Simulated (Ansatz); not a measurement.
Saddle point of Si₂NH₉Cl₂O, singlet (Si₂H₄Cl₂ ([SiH3][SiH]([Cl])[Cl]) + H₂O + NH₃ → SiNH₃Cl₂ ([NH2][SiH]([Cl])[Cl]) + SiH₄ + H₂O; bonds formed: Si2–H8, H6–O9; dative contacts that become bonds: Si1–N7; bonds broken: Si1–Si2, H6–N7, H8–O9), PBE0-D4/def2-TZVP structure:

Si1  (-1.358, 0.413, -0.345)
Si2  (0.682, -1.805, -0.415)
Cl3  (-2.840, 1.771, -0.910)
Cl4  (-1.930, -0.086, 1.553)
H5  (-1.453, -0.597, -1.405)
H6  (0.740, 1.205, 0.747)
N7  (0.047, 1.536, -0.298)
H8  (1.075, -0.362, 0.931)
O9  (1.382, 0.543, 1.510)
H10  (1.841, -2.680, -0.020)
H11  (-0.500, -2.728, -0.414)
H12  (0.925, -1.537, -1.879)
H13  (-0.245, 2.509, -0.357)
H14  (0.683, 1.338, -1.068)
H15  (0.952, 0.479, 2.370)
(Å)

Energies are electronic, without zero-point energy. Barriers and step energies count from the start structure reached by relaxing down the imaginary mode; all methods use the PBE0-D4 structures, on which another method's saddle can fall below an end. Computed with Ansatz 0.2.0 (basis: def2-TZVPP, with def2-QZVPP for the basis limit); correlated methods freeze the cores. B3LYP uses VWN-RPA correlation. Extrapolation: Hartree–Fock as exp(−7.88 √X), correlation as X^−2.97.

```csv
method,barrier (kJ/mol),step energy (kJ/mol)
SPW92,110.6,-6.2
PBE-D4,146.1,-22.4
BLYP-D4,158.4,-44.8
r2SCAN-D4,159.2,-38.7
B97M-V,?,-43.7
PBE0-D4,165.8,-29.1
B3LYP-D4,?,-49.0
r2SCAN0-D4,173.3,-41.2
BHLYP-D4,199.4,-56.2
CAM-B3LYP-D4,179.6,-55.6
wB97X-V,190.1,-45.8
wB97M-V,181.6,-47.5
B2PLYP,183.7,-58.5
PBE-QIDH,?,-41.2
RPA on PBE,189.0,-53.5
HF,250.6,-96.4
MP2,184.5,-51.3
CCSD,201.3,-57.1
CCSD(T),189.6,-50.2
```

Question: Fill in the withheld barriers. (An estimate is asked for; the value comes from the calculation.)

Answer: Computed: B97M-V 182.3; PBE-QIDH 182.5; B3LYP-D4 174.0 kJ/mol. Each is the energy of the saddle less that of the start structure, by the same method.

For comparison, the barrier by CCSD(T) at an estimated basis limit (MP2 extrapolated from triple and quadruple zeta, plus CCSD(T) − MP2 in triple zeta) is 191.7 kJ/mol.

The T1 diagnostic stays at or below 0.012.

Labels in which every atom is bracketed show which atoms are joined, not bond orders.

For scale, one of the runs: CCSD(T)/def2-TZVPP, 356 basis functions, launched by `ansatz run in.yaml --threads 5 --pin off --events-out ev --progress --plain --max-ram 66560MiB --backend cuda --devices 0, --max-vram 37GiB`. Time: 23 s of wall clock on 5 CPU threads of an AMD EPYC 7R13 and a share of one NVIDIA H100; the host was shared. Peak host memory: 0.85 GiB.
